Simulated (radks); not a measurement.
Bi82+, 1 electrons, occupied as 1s1. All-electron calculation, Dirac Kohn-Sham, BLYP, spin-unpolarised, spherical densities, finite nucleus; Fermi nuclear charge, rms radius 5.5211 fm. Program: a radial shooting solver on a logarithmic mesh with Libxc functionals.

Radial electron density D(r) = 4 pi r^2 rho(r):

```
   r/bohr * D(r) (the largest magnitude, 49.7, reaches the edge; | marks zero)
 0.001362 |         *
 0.001475 |          *
 0.001585 |           *
 0.001703 |            *
 0.001831 |             *
 0.001983 |               *
 0.002131 |                *
  0.00229 |                  *
 0.002461 |                    *
 0.002645 |                     *
 0.002865 |                        *
 0.003079 |                          *
 0.003309 |                            *
 0.003556 |                              *
 0.003852 |                                *
  0.00414 |                                   *
 0.004449 |                                     *
 0.004781 |                                       *
 0.005138 |                                          *
 0.005566 |                                            *
 0.005981 |                                              *
 0.006428 |                                                *
 0.006908 |                                                  *
 0.007483 |                                                    *
 0.008042 |                                                     *
 0.008642 |                                                      *
 0.009287 |                                                      *
 0.009981 |                                                      *
  0.01081 |                                                     *
  0.01162 |                                                    *
  0.01249 |                                                   *
  0.01342 |                                                 *
  0.01454 |                                              *
  0.01562 |                                           *
  0.01679 |                                        *
  0.01804 |                                    *
  0.01939 |                                *
    0.021 |                            *
  0.02257 |                        *
  0.02426 |                    *
  0.02607 |                 *
  0.02824 |             *
  0.03035 |          *
  0.03261 |        *
  0.03505 |     *
  0.03766 |    *
   0.0408 |  *
  0.04384 | *
  0.04712 |*
  0.05063 |*
  0.05485 *
  0.05895 *
  0.06335 *
```

D(r) has 1 maximum, at r = 0.00959 bohr.
